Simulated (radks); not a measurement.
As-, 34 electrons, occupied as [Ar] 3d10 4s2 4p4. Calculated with a radial shooting solver on a logarithmic mesh with Libxc functionals: scalar-relativistic Kohn-Sham, PBE, spin-unpolarised, spherical densities, finite nucleus; Fermi nuclear charge, rms radius 4.0968 fm; hard spherical wall at 7 bohr.

Local quantities along the radius. ELF = 1/(1 + alpha^2) is the electron localisation function; alpha = (tau - tau_W)/tau_unif compares the Pauli kinetic energy density with that of the uniform gas; r v_xc is r times the local exchange-correlation potential (hartree bohr); s = |grad rho|/(2 (3 pi^2)^(1/3) rho^(4/3)) is the reduced gradient; -r V(r) is the screened charge that the Kohn-Sham potential presents (atomic units). tau is taken from the large components.

r (bohr)    ELF    alpha   r v_xc       s  -r V(r)
0.002985  1.000  0.01956  -0.1220  0.4835    32.63
0.003887  1.000  0.02082  -0.1441  0.4692    32.50
0.005102  0.999  0.02293  -0.1728  0.4627    32.34
0.006644  0.999  0.02616  -0.2071  0.4641    32.12
0.008651  0.999  0.03129  -0.2481  0.4734    31.85
0.01136   0.998  0.04003  -0.2970  0.4924    31.48
0.01479   0.997  0.05487  -0.3496  0.5219    31.02
0.01941   0.993  0.08384  -0.4058  0.5664    30.43
0.02527   0.980   0.1424  -0.4570  0.6259    29.70
0.03317   0.927   0.2811  -0.4988  0.7010    28.78
0.04319   0.735   0.6009  -0.5237  0.7591    27.70
0.05669   0.402    1.220  -0.5355  0.7079    26.35
0.07382   0.295    1.547  -0.5569  0.4789    24.80
0.0969    0.481    1.038  -0.6723  0.2978    23.02
0.1262    0.732   0.6055  -0.8090  0.3334    21.05
0.1656    0.790   0.5161  -0.8808  0.4860    18.78
0.2157    0.576   0.8575  -0.8569  0.6451    16.38
0.2808    0.247    1.744  -0.7884  0.5303    13.82
0.3686    0.398    1.229  -0.9307  0.2192    11.23
0.4799    0.717   0.6279   -1.117  0.2861    8.741
0.63      0.768   0.5491   -1.160  0.4935    6.394
0.8203    0.607   0.8054   -1.044  0.7526    4.546
1.077     0.265    1.665  -0.8591  0.9471    3.080
1.402     0.213    1.923  -0.7745  0.7168    2.003
1.84      0.565   0.8771  -0.8563  0.5834    1.215
2.396     0.745   0.5851  -0.8750  0.7433   0.5802
3.145     0.672   0.6980  -0.8143   1.035  0.08880
4.096     0.478    1.046  -0.6879   1.570  -0.2419
5.376     0.183    2.116  -0.4947   3.618  -0.4997

On this mesh the ELF has minima near r = 0.074, 0.28, 1.2 bohr, which separate the shells, and maxima near 0.17 (0.79), 0.55 (0.77), 2.4 (0.74).

Self-consistent cycle (total energy in hartree, residual of the potential): 1: -2260.085293, 3e+00; 2: -2260.564707, 2e+00; 3: -2260.818957, 1e-01; 4: -2260.824393, 4e-02; 5: -2260.824767, 1e-02; 6: -2260.824610, 3e-03; 7: -2260.824613, 2e-04; 8: -2260.824612, 2e-05; 9: -2260.824612, 2e-05; 10: -2260.824612, 1e-05; 11: -2260.824612, 6e-06; 12: -2260.824612, 2e-08; 13: -2260.824612, 1e-08; 14: -2260.824612, 5e-09.
